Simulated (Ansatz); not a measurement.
C2H5ClFIn, SMILES `C[CH2][In]([F])[Cl]`. The species carries charge 0 and has multiplicity 1. In: def2 effective core potential.

```xyz
10

C     0.0905   -0.2451    1.4050
C    -0.5671    0.4588    0.2289
In    0.2888   -0.0488   -1.6673
F     1.7769   -1.3080   -1.7677
Cl   -0.2409    0.6570   -3.8115
H     0.0105   -1.3310    1.3303
H    -0.3875    0.0560    2.3422
H     1.1520   -0.0048    1.4864
H    -0.4932    1.5459    0.3058
H    -1.6299    0.2200    0.1479
```

Question: List the harmonic frequencies (cm⁻¹, unscaled) at PBE0-D4/def2-TZVP in Ansatz. (Estimate.)

Answer: Computed: 18, 56, 103, 125, 226, 236, 361, 499, 582, 652, 955, 974, 1052, 1203, 1252, 1415, 1453, 1490, 1493, 3046, 3075, 3115, 3118, 3141.

Question: Is this a minimum?

Answer: Yes, all 24 modes are real.

Question: Give the ideal-gas thermochemistry at 298.15 K and 1 bar (rigid rotor, harmonic oscillator; point group Cs, symmetry number 1).

Answer: Zero-point energy 177.3 kJ/mol; H(298) − E = 200.9 kJ/mol; entropy 396.4 J/(mol·K), of which translation 174.8, rotation 118.5, vibration 103.1; G(298) − E = 82.7 kJ/mol. Modes under 100 cm⁻¹ are hindered rotations or soft bends, so the harmonic entropy is rough.
